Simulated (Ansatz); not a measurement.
The same path of CH₈InNSi (12 atoms, charge 0, multiplicity 1) was run twice with different band settings. The coordinate that changes most is the dihedral N3–Si2–In4–H11.

Theory: RKS PBE0/def2-SVP (Ansatz).

Relaxed end points:

```xyz
12
Properties=species:S:1:pos:R:3
C -0.378 1.640 -0.570
Si -0.168 0.102 0.498
N 1.495 0.042 1.028
In -0.632 -2.111 -0.766
H -1.414 1.724 -0.933
H -0.155 2.549 0.012
H 0.295 1.619 -1.440
H -1.182 0.225 1.614
H 1.833 -0.809 1.463
H 1.879 0.849 1.511
H -1.792 -2.250 -2.061
H 0.219 -3.580 -0.354
```

```xyz
12
Properties=species:S:1:pos:R:3
C -0.401 1.637 -0.561
Si -0.160 0.100 0.501
N 1.512 0.054 1.005
In -0.627 -2.114 -0.759
H -1.444 1.712 -0.908
H -0.177 2.548 0.018
H 0.259 1.623 -1.442
H -1.157 0.213 1.633
H 1.865 -0.799 1.426
H 1.896 0.861 1.490
H 0.264 -3.570 -0.389
H -1.830 -2.265 -2.014
```

Common settings: movable images 5; spring 5.0 eV/Å²; start path IDPP; force threshold 0.05 eV/Å; iteration limit 60; end points relaxed.

| run | climbing image | optimiser |
| --- | --- | --- |
| 1 | yes | quadratic models (default) |
| 2 | from the first iteration | lbfgs |

Problem. What does each run give, and how far can it be trusted?

Solution. Run 1: converged after 6 iterations, highest image 0.055 eV above the first end. A vibrational analysis at the climbing image gives one clearly imaginary mode, 92i cm⁻¹: a first-order saddle point.
Run 2: converged after 27 iterations, highest image 0.055 eV above the first end. Another band between the same ends (5 images) ends at a top of the same energy, where a vibrational analysis finds 1 clearly imaginary mode.
